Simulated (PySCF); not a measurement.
Positional isomers: butadiene methyl+boryl. Isolated molecules, 0 K electronic values unless said otherwise. One relaxed conformer stands for each flexible species; it need not be the lowest. Strings in code marks are SMILES.

These are CAM-B3LYP-D3(BJ)/def2-TZVP in PySCF values and carry that method's errors. Delta-SCF ions had no search for a lower state. Excitations are Tamm–Dancoff values on a coarser integration grid. The basis has no diffuse functions, so Rydberg states are missing or too high.

```tsv
species	T1 excitation (TDA) (eV)	LUMO (eV)	S1–T1 gap (TDA) (eV)	S1 oscillator strength	vertical ionisation energy (Delta-SCF) (eV)
`C(/C(B)=C\C)=C`	[?]	-0.62	[?]	0.132	8.75
`C(=C\C(=C)C)/B`	[?]	[?]	[?]	0.849	9.12
`B/C=C/C=C/C`	2.76	-1.04	2.33	1.09	8.86
`B/C=C/C=C\C`	2.72	-1.11	2.31	0.983	8.88
```

Some entries are withheld; supply them.


- `C(/C(B)=C\C)=C`, T1 excitation (TDA) (eV): 3.04
- `C(/C(B)=C\C)=C`, S1–T1 gap (TDA) (eV): 1.82
- `C(=C\C(=C)C)/B`, T1 excitation (TDA) (eV): 2.85
- `C(=C\C(=C)C)/B`, LUMO (eV): -1.15
- `C(=C\C(=C)C)/B`, S1–T1 gap (TDA) (eV): 2.34
